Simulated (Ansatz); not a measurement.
Program: Ansatz. Geometries: PBE0-D4/def2-TZVP. ΔE: electronic, gas phase. CCSD(T)/CBS is the MP2 limit (def2-TZVPP, def2-QZVPP) plus CCSD(T) − MP2 in def2-TZVPP, frozen cores. This one scheme is used for every species. def2 core potentials past Kr. For Sn outer-core shells are correlated without core-valence functions, which leaves a few kJ/mol of doubt a bond.

Consider the ligand exchange at the Sn–C bond: `[CH3][SnH3]` + H–F → `[F][SnH3]` + CH₄.

```
      species  CCSD(T)/CBS(def2) energy (Eh)
`[CH3][SnH3]`                     -255.66383
          H–F                     -100.39570
  `[F][SnH3]`                     -315.62493
          CH₄                      -40.46206
```

Q: Work out ΔE.

A: ΔE = (-315.62493) + (-40.46206) − (-255.66383) − (-100.39570) = -0.02746 Eh = -0.75 eV.

Q: What do rigid-rotor, harmonic-oscillator terms from PBE0-D4/def2-TZVP frequencies (298.15 K, 1 bar) make of the CCSD(T)/CBS value? (An estimate is asked.)

A: Computed: ΔZPE = +0.04 eV, ΔH = -0.73 eV, ΔS = -8 J/(mol·K), ΔG = -0.70 eV.

Largest T1 diagnostic among the species: 0.014.

From PBE to PBE0 (25 % exact exchange), in def2-TZVPP and without D4, ΔE moves by +0.05 eV. At CCSD(T), def2-SVP lies −0.14 eV from the extrapolated value and def2-TZVPP +0.04 eV. In def2-TZVPP, CCSD(T) changes the Hartree–Fock value by +0.29 eV (the triples alone add +0.02 eV) and MP2 by +0.33 eV.
